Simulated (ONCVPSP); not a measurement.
# What one change does to a pseudopotential (S (Z = 16), ONCV)

```
Element                 : sulfur
Generator               : ONCVPSP 4.0.1
Type                    : optimised norm-conserving Vanderbilt (ONCV)
Functional              : revPBE
Relativity              : scalar-relativistic
Frozen core             : [Ne]
Valence charge          : 6
Reference configuration : 3s2 3p4
Partial waves           : 3s: rc 1.50 bohr, ncon 5, nbas 8, qcut 4.6 1/bohr, 2 projectors, debl 3.5 Ha; 3p: rc 1.50 bohr, ncon 4, nbas 8, qcut 6.1 1/bohr, 2 projectors, debl 2.6 Ha; d scattering state at 0.28 Ha: rc 1.35 bohr, ncon 4, nbas 7, qcut 6.7 1/bohr, 2 projectors, debl 3 Ha
Local potential         : polynomial inside 0.85 bohr (lpopt 4, dvloc0 0 Ha)
Core correction         : polynomial model core, fcfact 0.25
```

All-electron outer shells of the reference configuration (revPBE, scalar-relativistic, ld1.x):

```tsv
shell	level (eV)	outermost node (bohr)	outermost maximum (bohr)
2s	-211.81	0.13	0.39
2p	-156.45	–	0.33
3s	-17.23	0.60	1.42
3p	-6.98	0.58	1.61
```

Change: s: ncon 3, nbas 6.

Cutoffs: the cutoffs (Ha) at which the residual kinetic energy of the hardest occupied pseudo-wave falls to 1 and 0.1 mHa per electron; they do not see the model core or the augmentation charge, which bear on the density cutoff. Errors are all-electron minus pseudo energies relative to the spin-unpolarised reference configuration.

Question: Predict the effect on cutoff, ghosts and configuration errors.

Answer: The potential gets softer (20 Ha and 53 Ha → 12 Ha and 39 Ha); of the 4 tests that both files solve, the error grows in 2 and shrinks in 0 by more than 15 % and 0.3 meV (median size 6.5 → 7.8 meV); neither file shows a bound ghost.

| quantity | base | changed |
| --- | --- | --- |
| cutoff, loose | 20 Ha | 12 Ha |
| cutoff, tight | 53 Ha | 39 Ha |
| loose cutoff by channel | s 20 Ha, p 9.2 Ha | s 12 Ha, p 9.2 Ha |
| bound ghosts | none | none |
| GHOST(+) flags under 300 eV | s at 170.4 eV | s at 170.4 eV |
| error for 3s2 3p3, meV [ΔE 11.74 eV] | +0.9 | +1.2 |
| error for 3s2 3p2, meV [ΔE 34.00 eV] | +12 | +14 |
| error for 3s2 3p1, meV [ΔE 68.02 eV] | +53 | +61 |
| error for 3s2 3p3.5, meV [ΔE 4.65 eV] | -0.1 | 0.0 |
| s: phases at 1.52 bohr within 0.05 rad from the reference energy up to (Ha; the scan ends near 5) | to the end of the scan | to the end of the scan |
| p: phases at 1.52 bohr within 0.05 rad from the reference energy up to (Ha; the scan ends near 5) | to the end of the scan | to the end of the scan |
| d: phases at 1.37 bohr within 0.05 rad from the reference energy up to (Ha; the scan ends near 5) | to the end of the scan | to the end of the scan |
| rms error of d²Exc/dni dnj with the model core, mHa | 0.42 | 0.31 |

Changed file: The cutoffs count occupied waves only; projector 2 of the d channel, the hardest unoccupied one, needs 46 Ha at the loose tolerance.
